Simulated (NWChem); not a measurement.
Species: CHBF4; SMILES FBC(F)(F)F

```xyz
7

B      0.6728    -1.0748     0.0015
C      0.0164     0.3957     0.0002
F     -1.3172     0.3888    -0.0003
F      0.4202     1.0759    -1.0836
F      0.4194     1.0781     1.0830
F     -0.1195    -2.1143    -0.0004
H      1.8680    -1.2192     0.0040
```
Atoms are numbered in this order, from 1.

Level: PBE0/def2-SVP (NWChem), optimised geometry, unscaled harmonic frequencies. 

| frequency (cm⁻¹) | IR intensity (km/mol) |
|---|---|
| 42 | 2.8 |
| 194 | 3.0 |
| 268 | 0.4 |
| 382 | 1.7 |
| 527 | 4.6 |
| 528 | 9.2 |
| 654 | 47.0 |
| 824 | 12.6 |
| 897 | 69.6 |
| 1088 | 52.9 |
| 1183 | 242.1 |
| 1232 | 310.4 |
| 1294 | 153.4 |
| 1478 | 85.1 |
| 2692 | 97.0 |

| Quantity | Result |
|---|---|
| zero-point energy | 19.0 kcal/mol |
| thermal correction to the enthalpy at 298.15 K (with zero-point energy) | 23.2 kcal/mol |
| heat capacity Cv | 18.4 cal/(mol K) |
| entropy at 298.15 K and 1 atm (symmetry number 1) | 78.3 cal/(mol K) |
| dipole moment | 1.40 D |

Rigid rotor and harmonic oscillator; modes under 100 cm⁻¹ make the entropy uncertain.
